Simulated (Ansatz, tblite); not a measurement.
Removing and adding an electron: tetraphenylgermane, `c1cc[c]([Ge]([c]2ccccc2)([c]2ccccc2)[c]2ccccc2)cc1`. Total charge 0; singlet. Geometry: PBE-D4/def2-SVP. Ansatz, gas phase; energy differences of separate SCF runs; the oxidised species was run as a doublet alone; the reduced species was run as a doublet alone.

```
atom   x (Å)   y (Å)   z (Å)
  C1  -1.113  -0.896  -4.572
  C2  -2.101  -0.444  -3.683
  C3  -1.769  -0.165  -2.347
  C4  -0.448  -0.335  -1.882
 Ge5   0.000   0.000   0.000
  C6  -0.446  -1.579   1.078
  C7   0.176  -1.795   2.326
  C8  -0.172  -2.901   3.119
  C9  -1.146  -3.807   2.671
 C10  -1.769  -3.606   1.429
 C11  -1.419  -2.500   0.638
 C12  -1.028   1.548   0.633
 C13  -1.258   2.652  -0.215
 C14  -1.956   3.779   0.248
 C15  -2.435   3.815   1.568
 C16  -2.216   2.721   2.420
 C17  -1.518   1.595   1.954
 C18   1.921   0.365   0.170
 C19   2.851  -0.694   0.235
 C20   4.229  -0.435   0.316
 C21   4.694   0.889   0.335
 C22   3.779   1.952   0.274
 C23   2.402   1.691   0.194
 C24   0.536  -0.785  -2.787
 C25   0.207  -1.066  -4.122
 H26  -1.371  -1.114  -5.620
 H27  -3.136  -0.305  -4.033
 H28  -2.551   0.201  -1.661
 H29   0.950  -1.096   2.683
 H30   0.323  -3.058   4.090
 H31  -1.417  -4.676   3.290
 H32  -2.530  -4.318   1.072
 H33  -1.908  -2.356  -0.340
 H34  -0.897   2.630  -1.257
 H35  -2.131   4.633  -0.425
 H36  -2.984   4.697   1.932
 H37  -2.594   2.743   3.454
 H38  -1.359   0.738   2.629
 H39   2.496  -1.738   0.234
 H40   4.943  -1.272   0.369
 H41   5.774   1.094   0.400
 H42   4.140   2.992   0.293
 H43   1.691   2.533   0.157
 H44   1.577  -0.913  -2.446
 H45   0.985  -1.415  -4.818
```

The xTB rows come from tblite. Single mean-field runs in def2-TZVP are fitted with def2-universal-jkfit. HOMO above LUMO, or a gap near zero within one spin, warns that the state may not be the lowest or that an electron is smeared out.

```
               level  −HOMO (eV)  vertical IE (eV)  −LUMO (eV)  vertical EA (eV)  HOMO–LUMO gap (eV)  IE − EA (eV)                       remarks
            GFN1-xTB       11.50             13.17        7.41              5.75                4.10          7.42                             –
            GFN2-xTB       10.45             12.18        6.41              4.71                4.04          7.46                             –
r2SCANh-D4/def2-TZVP        6.66              8.07        1.18             -0.14                5.48          8.21  HOMO above zero (-1 doublet)
```

(1) Estimate the rows for PBE-D4/def2-TZVP, PBE0-D4/def2-TZVP.

Results:

(1) 
```csv
level,−HOMO (eV),vertical IE (eV),−LUMO (eV),vertical EA (eV),HOMO–LUMO gap (eV),IE − EA (eV),remarks
PBE-D4/def2-TZVP,6.11,7.81,1.62,0.11,4.48,7.70,"HOMO above zero (-1 doublet), gap within one spin near zero (+1 doublet)"
PBE0-D4/def2-TZVP,7.09,8.30,0.78,-0.26,6.30,8.56,HOMO above zero (-1 doublet)
```

   A HOMO above zero means that the electron is unbound at that level or that self-interaction error raises the level; the energy of removing that electron tells which. Raw xTB energy differences between charge states are shifted by several eV; the methods need an empirical correction for them. Sets without diffuse functions give affinities that are too small. A negative affinity means that the extra electron isn't bound; its size then hangs on the basis.
